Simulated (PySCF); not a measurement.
# Distorted geometries of [Au(H2O)2]+

[Au(H2O)2]+ (singlet). PySCF 2.14.0, RKS B3LYP, Au def2-SVP with ECP60, O def2-SVP, H def2-SVP; non-relativistic Hamiltonian with scalar-relativistic core potentials where named; density fitting; no spin-orbit coupling. Relaxed geometry:

```xyz
7

Au    0.0308    0.0278    0.0021
O    -0.0401    0.0328    2.0853
H     0.7209    0.3752    2.5846
H    -0.3841   -0.7476    2.5521
O     0.1024    0.1006   -2.0796
H     0.4538   -0.6592   -2.5741
H    -0.6565    0.4595   -2.5703
```

Task: Order these distorted geometries by energy above the relaxed one, lowest first.
A.
```xyz
7

Au    0.0786   -0.0267    0.0394
O     0.0000    0.0262    2.1087
H     0.7308    0.4176    2.5861
H    -0.4052   -0.7186    2.5488
O     0.0881    0.1458   -2.1206
H     0.4226   -0.6665   -2.5848
H    -0.6877    0.4113   -2.5776
```
B.
```xyz
7

Au    0.0475   -0.1212   -0.0811
O    -0.2162   -0.0056    2.0332
H     0.8155    0.4585    2.6640
H    -0.4373   -0.7593    2.6694
O     0.0024    0.2364   -2.1534
H     0.5314   -0.5372   -2.6072
H    -0.5163    0.3173   -2.5247
```
C.
```xyz
7

Au    0.0354    0.0489   -0.0195
O    -0.0955    0.0113    2.0130
H     0.7357    0.4004    2.6330
H    -0.3840   -0.7730    2.5633
O     0.1120    0.0876   -2.0898
H     0.4974   -0.6339   -2.5391
H    -0.6740    0.4475   -2.5610
```

Result: A (0.12 eV), C (0.45 eV), B (8.22 eV).

Task: Which forces (eV/Å) act in the one that lies 8.22 eV up?

Result: 
```
Au   -0.62   0.45   0.60
O     4.64   0.98   3.73
H    -4.56  -1.94  -2.89
H     0.17   0.87  -1.28
O    50.71 -10.66  33.10
H    -1.11   2.19   1.03
H   -49.22   8.11 -34.29
```
Forces carry noise of the integration grid, about 0.01 to 0.03 eV/Å.
